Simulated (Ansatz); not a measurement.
`COBO[SiH3]` + H–F → `COBF` + silanol at 400 K and 1 bar (ligand exchange at a B–O bond).

Computed with Ansatz on PBE0-D4/def2-TZVP structures; ΔE is electronic, products minus reactants. CBS: MP2 limit from def2 TZ/QZ plus the TZ coupled-cluster correction, frozen cores. This one scheme is used for every species. One conformer a species, not always the lowest.

| species | CCSD(T)/CBS energy (Eh) | H − E (kJ/mol) | S (J/(mol·K)) |
| --- | --- | --- | --- |
| `COBO[SiH3]` | -506.60589 | 260.8 | 390.0 |
| H–F | -100.39570 | 36.5 | 182.2 |
| `COBF` | -240.31409 | 176.8 | 313.5 |
| `O[SiH3]` | -366.69042 | 120.0 | 276.4 |

H − E and S are ideal-gas, rigid-rotor, harmonic terms from PBE0-D4/def2-TZVP, for one conformer and one mirror image of each species. 1 Eh = 2625.50 kJ/mol, R = 8.31446 J/(mol·K).

**Question.** By hand: ΔE, ΔH, ΔS and ΔG.

**Answer.** ΔE = (-240.31409) + (-366.69042) − (-506.60589) − (-100.39570) = -0.00292 Eh = -7.7 kJ/mol. Δ(H − E) = 176.8 + 120.0 − 260.8 − 36.5 = -0.5, so ΔH = -8.2 kJ/mol. ΔS = 313.5 + 276.4 − 390.0 − 182.2 = 17.7 J/(mol·K). ΔG = -8.2 − 400 × (17.7)/1000 = -15.3 kJ/mol.

**Question.** By hand: the equilibrium constant, and the temperature at which ΔG would vanish if ΔH and ΔS stayed fixed.

**Answer.** log₁₀ K = −ΔG/(RT ln 10) = 2.0. ΔH and −TΔS have one sign here, so there is no such temperature.

TΔS isn't small against ΔH here. A doubt of 5 kJ/mol in ΔE shifts log₁₀ K by 0.7 here. Other conformers and mirror images would add mixing entropy, several J/(mol·K) or more a flexible species. These are equilibria of isolated gas molecules and say nothing of rates. Largest T1 diagnostic: 0.013 (customary marks: 0.02 for closed shells, 0.045 for open ones).
